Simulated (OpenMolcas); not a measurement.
A calculation on Br2+.

```json
{"Program": "OpenMolcas", "Method": "CASSCF", "Basis": "ANO-RCC-VTZP [6s5p3d1f]", "Scalar Hamiltonian": "DKH2, point nucleus", "Active space": "3 electrons in 3 orbitals (4p)", "State averaging": "2S+1 = 4 odd, 1 root; 2S+1 = 2 odd, 8 roots", "Spin-orbit coupling": "RASSI with atomic mean-field integrals over the reference wave functions, term energies averaged over their components"}
```

Task: Which level of the active space comes out lowest?

Result: 4s² 4p³ ⁴S°_3/2, with 99 % of that term; it is also the measured ground level.

Task: How high does 4s² 4p³ ²D°_5/2 lie?

Result: 20572 cm⁻¹ above the lowest level.

Task: How high does 4s² 4p³ ²D°_3/2 lie?

Result: 19822 cm⁻¹ above the lowest level.

Task: How high does 4s² 4p³ ²P°_1/2 lie?

Result: 34004 cm⁻¹ above the lowest level; measured 26915 cm⁻¹ above the ground level, so the calculation is off by +26 %.

Task: The level at 35020 cm⁻¹ has J = 3/2. What is it made of, and what is its g factor?

Result: 94 % 4s² 4p³ ²P°_3/2, 5 % 4s² 4p³ ²D°; g = 1.312, against 1.334 from Landé's formula for the pure leading term.

Measured values: Moore, Atomic Energy Levels, vol. II, NSRDS-NBS 35 (1971 reprint of NBS Circular 467, 1952).

With the s shell closed, the reference lacks s² → p² mixing. Computed and measured levels are paired by configuration, term and J; levels that our copy of the source lacks, or whose pairing is in doubt (as where it misses far off the trend of its configuration), stay unpaired and out of the deviations. Levels of configurations outside the active space are missing.

° marks odd parity.
